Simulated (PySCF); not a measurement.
# 19F shifts, computed and measured

Computed: GIAO KT3/pcSseg-1, gas phase, PySCF SCF with an in-house response code, geometries GFN2-xTB, one conformer, no vibrational averaging, against isolated CFCl3 at the same level. Measured: against CFCl3, in the medium listed. The two scales can differ by a constant.

```tsv
compound (atom-mapped SMILES)	atom	computed / ppm	measured / ppm	medium
[O:1]=[C:2]([F:3])[c:4]1[cH:5][cH:6][cH:7][c:8]2[cH:9][cH:10][cH:11][cH:12][c:13]12	F3	8.1	30.4	CDCl3
[F:1][c:2]1[cH:3][cH:4][cH:5][cH:6][c:7]1-[c:8]1[cH:9][cH:10][cH:11][cH:12][cH:13]1	F1	-136.7	-118.6	not stated
```

Give computed and measured shifts for these two.

| compound (atom-mapped SMILES) | atom |
| --- | --- |
| [F:1][C:2]([F:3])([F:4])[CH2:5][N:6]([CH2:7][C:8]([F:9])([F:10])[F:11])[CH2:12][C:13]([F:14])([F:15])[F:16] | F1/3/4/9/10/11/… |
| [O:1]=[C:2]([F:3])[CH2:4][CH2:5][CH2:6][CH2:7][c:8]1[cH:9][cH:10][cH:11][cH:12][cH:13]1 | F3 |


| compound (atom-mapped SMILES) | atom | computed / ppm | measured / ppm | medium |
| --- | --- | --- | --- | --- |
| [F:1][C:2]([F:3])([F:4])[CH2:5][N:6]([CH2:7][C:8]([F:9])([F:10])[F:11])[CH2:12][C:13]([F:14])([F:15])[F:16] | F1/3/4/9/10/11/… | -98.7 | -71.5 | not stated |
| [O:1]=[C:2]([F:3])[CH2:4][CH2:5][CH2:6][CH2:7][c:8]1[cH:9][cH:10][cH:11][cH:12][cH:13]1 | F3 | 19.1 | 45.5 | CDCl3 |

How well does this level do over the whole set?

Computed less measured averages -23.5 ppm, and the scatter about that mean is 3.6 ppm (rms) over 4 compounds.

Measured values: G. Saielli, R. Bini, A. Bagno, Computational 19F NMR. 2. Organic compounds, RSC Adv. 2014, ESI; Marie Gonay, Chloé Batisse, Jean-François Paquin, Synthesis of Acyl Fluorides from Carboxylic Acids Using NaF-Assisted Deoxofluorination with XtalFluor-E, J. Org. Chem. 2020, 85, 10253−10260; Mengjie Cen, Xi Yang, Shanshan Zhang, Liguang Gan, Long Liu, Tieqiao Chen, Facile synthesis of acyl fluorides through deoxyfluorination of carboxylic acids.
